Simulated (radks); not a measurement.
The mean radii <r> (bohr) of the occupied orbitals of an atom or ion are listed with their occupations. Calculated with a radial shooting solver on a logarithmic mesh with Libxc functionals: Dirac Kohn-Sham, BLYP, spin-unpolarised, spherical densities, finite nucleus; Fermi nuclear charge, rms radius of each element as measured or else 0.836 A^(1/3) + 0.57 fm.

orbital  occ.      <r>
1s1/2       2  0.06958
2s1/2       2   0.3249
2p1/2       2   0.2880
2p3/2       4   0.2907
3s1/2       2    1.006
3p1/2       2    1.078
3p3/2       4    1.086
3d3/2       2    1.441

Name the element and its charge. Open shells, if any, fill j = l - 1/2 first.

Answer. Z = 22, titanium, charge +2: Ti2+ in [Ar] 3d2. The 1s radius gives Z: for a bare nucleus <r> = (2 gamma + 1)/(2Z) with gamma = sqrt(1 - (Z/c)^2), 0.06759 bohr for Z = 22, and screening makes it slightly larger (0.06958 here). The occupations add up to 20, and the charge is Z minus that.
